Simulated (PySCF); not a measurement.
H3O3Si, SMILES O[Si](O)O, multiplicity 2. Coordinates come from a PBE-D3(BJ)/def2-SVP optimisation. The isomer is the one that the SMILES or the coordinates give; other isomers of the formula were not compared. The values are those of a single conformer.

Level of theory: PBE-D3(BJ)/def2-SVP (PySCF).

Harmonic wavenumbers (cm⁻¹): 151, 152, 273, 294, 294, 366, 749, 769, 769, 804, 904, 904, 3747, 3747, 3749. Rotational constants (GHz): 6.919, 6.919, 3.803; symmetry number 3.

**Question.** Work out the zero-point energy and the ideal-gas rigid-rotor harmonic-oscillator thermochemistry at 298.15 K and 1 atm.

**Answer.** ZPE = ½ Σ hcν = ½ × 17672 cm⁻¹ = 25.26 kcal/mol. H − E(el) = 29.76 kcal/mol. Entropy in cal/(mol K): translation 39.02, rotation 22.80, vibration 12.08, spin 1.38, total 75.28. G − E(el) = 7.32 kcal/mol. Cp = 22.16 cal/(mol K).
